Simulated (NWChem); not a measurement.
System: SiHOICl2; SMILES O[Si](Cl)(Cl)I

Output (shortened):

```
             Northwest Computational Chemistry Package (NWChem) 7.3.0
             --------------------------------------------------------

 CS  symmetry detected

                             Geometry "geometry" -> ""
                             -------------------------

 Output coordinates in angstroms (scale by  1.889725989 to convert to a.u.)

  No.       Tag          Charge          X              Y              Z
 ---- ---------------- ---------- -------------- -------------- --------------
    1 O                    8.0000    -1.95110180    -1.03977886     0.00000000
    2 Si                  14.0000    -0.32368365    -0.84698948     0.00000000
    3 Cl                  17.0000     0.51341450    -1.73078775     1.65129300
    4 Cl                  17.0000     0.51341450    -1.73078775    -1.65129300
    5 I                   53.0000     0.09390934     1.52762603     0.00000000
    6 H                    1.0000    -2.29290261    -1.94131240     0.00000000

 Effective nuclear repulsion energy (a.u.)     762.9138870550

      Symmetry information
      --------------------

 Group name             Cs
 Group number              2
 Group order               2
 No. of unique centers     5

 Summary of "ao basis" -> "ao basis" (spherical)
 ------------------------------------------------------------------------------
       Tag                 Description            Shells   Functions and Types
 ---------------- ------------------------------  ------  ---------------------
 O                         def2-svpd                 9       23   4s3p2d
 Si                        def2-svpd                10       24   5s3p2d
 Cl                        def2-svpd                11       27   5s4p2d
 I                         def2-svpd                13       35   5s5p3d
 H                         def2-svpd                 4        8   2s2p

      Symmetry analysis of basis
      --------------------------

        a'         90
        a"         54

[...]

                                NWChem TDDFT Module
                                -------------------

            General Information
            -------------------
           No. of orbitals :     288
            Alpha orbitals :     144
             Beta orbitals :     144
        Alpha frozen cores :       0
         Beta frozen cores :       0
     Alpha frozen virtuals :       0
      Beta frozen virtuals :       0
         Spin multiplicity :       1
    Number of AO functions :     144
        Use of symmetry is : off
      Symmetry adaption is : on
         Schwarz screening :  0.10D-07

              XC Information
              --------------
   PerdewBurkeErnzerhof Exchange Functional   1.00
     Perdew 1991 LDA Correlation Functional   1.00 local
    PerdewBurkeErnz. Correlation Functional   1.00 non-local

             TDDFT Information
             -----------------
          Calculation type : Tamm-Dancoff TDDFT
         Wavefunction type : Restricted singlets
          No. of electrons :      82
           Alpha electrons :      41
            Beta electrons :      41
              No. of roots :       6
          Max subspacesize :    5200
            Max iterations :     100
               Target root :       1
           Target symmetry : none
      Symmetry restriction : off
                 Algorithm : Optimal
        Davidson threshold :  0.10D-03

    6 smallest eigenvalue differences (eV)
--------------------------------------------------------
  No. Spin  Occ  Vir  Irrep   E(Occ)    E(Vir)   E(Diff)
--------------------------------------------------------
    1    1   41   42 a"       -0.256    -0.081     4.759
    2    1   40   42 a'       -0.258    -0.081     4.816
    3    1   39   42 a"       -0.294    -0.081     5.792
    4    1   41   43 a"       -0.256    -0.034     6.038
    5    1   40   43 a'       -0.258    -0.034     6.095
    6    1   38   42 a'       -0.310    -0.081     6.240
--------------------------------------------------------

  Entering Davidson iterations
  Restricted singlet excited states

  Iter   NTrls   NConv    DeltaV     DeltaE      Time
  ----  ------  ------  ---------  ---------  ---------
    1      6       0     0.11E+00   0.10+100       33.2
    2     12       0     0.79E-01   0.23E-01       27.7
    3     18       0     0.54E-01   0.67E-02       28.7
    4     24       0     0.44E-01   0.76E-03       27.6
    5     30       4     0.47E-01   0.36E-02       30.3
    6     32       5     0.18E-01   0.32E-02       25.1
    7     33       5     0.26E-02   0.72E-03       27.1
    8     34       5     0.13E-03   0.12E-04       25.8
    9     35       6     0.95E-04   0.30E-07       24.8
  ----  ------  ------  ---------  ---------  ---------
  Convergence criterion met

  Ground state a'      -1582.578173480795 a.u.

  ----------------------------------------------------------------------------
  Root   1 singlet a"             0.183457475 a.u.                4.9921 eV
  ----------------------------------------------------------------------------
     Transition Moments    X -0.00000   Y  0.00000   Z -0.24282
     Dipole Oscillator Strength                    0.0072111232
     Electric Quadrupole                           0.0000000025
     Magnetic Dipole                               0.0000001315
     Total Oscillator Strength                     0.0072112573

[...]
```

Level: PBE/def2-SVPD with def2 effective core potentials on I, TDA. The geometry was optimised at PBE0/def2-SVP. Not confirmed as a minimum by frequencies. def2 effective core potentials on I; no spin-orbit coupling.

Which NWChem input produces such a log?

One answer among several that fit: the input that was run:
```
start job
memory heap 200 mb stack 900 mb global 1100 mb
geometry units angstroms noautoz
  O     -1.970031     0.933692     0.000000
  Si    -0.335423     0.816584     0.000000
  Cl     0.459787     1.738253     1.651293
  Cl     0.459787     1.738253    -1.651293
  I      0.191847    -1.536110     0.000000
  H     -2.353274     1.818404     0.000000
end
basis spherical
  * library def2-svpd
end
ecp
  I library def2-ecp
end
dft
  xc xpbe96 cpbe96
  iterations 150
end
tddft
  cis
  nroots 6
  notriplet
end
task tddft energy
```
